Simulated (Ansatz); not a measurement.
The cluster B₄⁻. Charge -1, multiplicity 2. Geometry PBE-D4/def2-TZVP, that of the neutral singlet; atoms count from 1.

```tsv
atom	x (Å)	y (Å)	z (Å)
B1	0.1034	0.9136	0.0576
B2	-0.0972	-0.9144	-0.0546
B3	-0.5330	-0.0094	1.1068
B4	0.5269	0.0102	-1.1097
```

The charge -1 doublet is spin-contaminated (final ⟨S²⟩ up to 1.11, 0.75 for a pure state). The highest occupied level of the charge -1 doublet lies above zero (up to 0.14 eV). By energy differences its removal costs 1.58 eV (vertical, to the charge 0 singlet, at PBE-D4/def2-TZVPD). The structure comes from a short search, and lower isomers may exist.

(1) Estimate the Mulliken populations from the PBE0/def2-TZVPD orbitals of Ansatz.

(2) Where does the spin sit?

(3) And the Mayer bond orders between bonded heavy atoms (over 0.3)?

Answers

(1) 
```tsv
atom	charge (e)	spin (α − β)
B1	-0.15	0.54
B2	-0.15	0.54
B3	-0.45	0.60
B4	-0.24	-0.68
```
Mulliken values and Mayer orders depend strongly on the basis. With diffuse functions, as here, like atoms can get unlike values, and bond orders can come out too low or too high.

(2) Summed by element: B 1.00, of 1 unpaired in all. Largest on single atoms: B4 -0.68, B3 0.60, B2 0.54.

(3) B1–B2 1.01 (1.84 Å); B1–B3 0.92 (1.54 Å); B1–B4 1.07 (1.54 Å); B2–B3 0.92 (1.54 Å); B2–B4 1.07 (1.54 Å). Values over 0.3 also appear between atoms too far apart for a bond (B3–B4 0.84 at 2.46 Å); they arise where an orbital or an unpaired electron spreads over both atoms.
